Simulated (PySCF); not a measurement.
SMILES c1c(cc(cc1)F)B (C6H6BF), singlet, GFN2-xTB optimised geometry.

```
14

B      2.43    -0.12     0.00
C      0.88    -0.11     0.00
C      0.14    -1.30     0.00
C     -1.24    -1.30     0.00
C     -1.94    -0.11     0.00
C     -1.22     1.07     0.00
F     -1.89     2.25     0.00
C      0.16     1.09     0.00
H      3.01    -1.14     0.00
H      3.02     0.89     0.01
H      0.67    -2.25     0.00
H     -1.79    -2.24     0.00
H     -3.02    -0.08     0.00
H      0.68     2.04     0.00
```

Density from B3LYP/def2-TZVP run with PySCF at that geometry.

Minimum of the electron density along straight lines between bonded atoms, close to the bond critical point (lines longer than 1.1 times the sum of covalent radii, or with two minima, are not listed):

| bond | length / Å | ρ at the minimum / e bohr⁻³ | ∇²ρ there / e bohr⁻⁵ | position (fraction from the first atom) |
|---|---|---|---|---|
| B1–C2 | 1.548 | 0.193 | ___ | 0.33 |
| C2–C3 | 1.402 | 0.314 | -0.93 | 0.49 |
| C3–C4 | 1.383 | 0.326 | -0.99 | 0.50 |
| C4–C5 | 1.385 | 0.323 | -0.97 | 0.49 |
| C5–C6 | 1.384 | 0.329 | -1.01 | 0.48 |
| C6–F7 | 1.352 | 0.261 | ___ | 0.34 |
| C2–C8 | 1.401 | 0.313 | -0.92 | 0.49 |
| C6–C8 | 1.379 | 0.332 | -1.02 | 0.52 |
| B1–H9 | 1.169 | 0.194 | -0.36 | 0.44 |
| B1–H10 | 1.168 | 0.194 | -0.36 | 0.44 |
| C3–H11 | 1.080 | 0.291 | -1.05 | 0.65 |
| C4–H12 | 1.080 | 0.290 | -1.04 | 0.65 |
| C5–H13 | 1.079 | 0.290 | -1.05 | 0.65 |
| C8–H14 | 1.079 | 0.290 | -1.05 | 0.65 |

### Question
Some entries are withheld; supply them.

### Answer

- B1–C2, ∇²ρ there / e bohr⁻⁵: -0.20
- C6–F7, ∇²ρ there / e bohr⁻⁵: -0.13
